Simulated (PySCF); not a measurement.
## Ni: excitation energy

Ni [Ar] 3d8 4s2 (3F) → Ni [Ar] 3d9 4s1 (3D), as a difference of total energies. All numbers are calculated (PySCF 2.14, the non-relativistic Hamiltonian (point nucleus), in def2-TZVPPD (6s6p4d2f1g, 67 functions)). Correlated levels: valence: [Ar] frozen. The calculations carry no spin-orbit coupling.

```csv
method,excitation energy (cm⁻¹)
UHF,11189
MP2 (valence),-6217.6
SCS-MP2 (valence),-3220.1
CCSD (valence),1377.9
CCSD(T) (valence),240.88
```

A first-order spin-orbit estimate (lowest level to lowest level, LS coupling) adds 0.049 eV.
